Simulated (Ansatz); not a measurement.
Species: SiO2, charge -1, multiplicity 2. SMILES of the parent species: [Si](=O)=O
Geometry from a B3LYP-D3(BJ)/def2-TZVP (Ansatz, a quantum-chemistry and plane-wave program) optimisation:
```xyz
3

O     -1.4358     0.2376     0.2427
Si    -0.0148    -0.1725    -0.2475
O      1.4617     0.0642     0.1904
```
Charge -1, spin multiplicity 2.

Parts of the frozen-core correlation energy in aug-cc-pV(D+d)Z (Ansatz, hartree). Frozen orbitals: 7; correlated occupied orbitals by spin: 9 and 8; virtual: 62 and 63. UHF or UKS for open shells. Spin-orbit coupling is left out. No relativistic terms.

```tsv
term	value
reference (HF)	-438.73376
MP2 opposite-spin	-0.36260
MP2 same-spin	-0.14199
CCSD correlation	-0.50067
(T)	-0.02164
T1 diagnostic	0.029
largest doubles amplitude	0.030
<S^2> of the reference	0.763
```
